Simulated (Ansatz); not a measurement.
The cluster Si₉⁺ (the lowest doublet isomer of a short search). Charge 1, multiplicity 2. Geometry PBE-D4/def2-SVP, basis def2-TZVP, Ansatz.

```xyz
9

Si    0.0083    1.8678    1.0628
Si   -3.0969   -0.6578   -1.4141
Si    2.2042    0.6501    0.4530
Si    0.2033   -0.7719    0.9037
Si   -0.8528   -1.4445   -1.2047
Si    0.4880    0.8665   -1.3195
Si    1.1890    0.3451    2.7331
Si    1.5620   -1.4326   -1.1852
Si   -1.7051    0.5773   -0.0291
```

```csv
run,HOMO (eV),LUMO (eV)
A,-9.30,-8.46
B,-9.76,-7.91
C,-9.07,-8.54
D,-9.92,-7.83
```

At PBE0-D4/def2-TZVP a quartet of charge 1 lies 0.17 eV below the doublet, each at its own geometry. The structure comes from a short search, and lower isomers may exist.

HOMO and LUMO are taken over both spins.

Q: The runs used PBE, PBE0, r2SCAN, r2SCAN0. Estimate which is which.

A: A r2SCAN (0 % exact exchange); B PBE0 (25 % exact exchange); C PBE (0 % exact exchange); D r2SCAN0 (25 % exact exchange). Exact exchange lowers occupied and raises empty levels; among semilocal functionals meta-GGAs tend to open the gap a little, and such runs are hard to tell apart. The gap grows from 0.53 eV (PBE) to 2.09 eV (r2SCAN0). At r2SCAN0-D4/def2-TZVP the charge 1 doublet is spin-contaminated (final ⟨S²⟩ up to 0.99, 0.75 for a pure state).
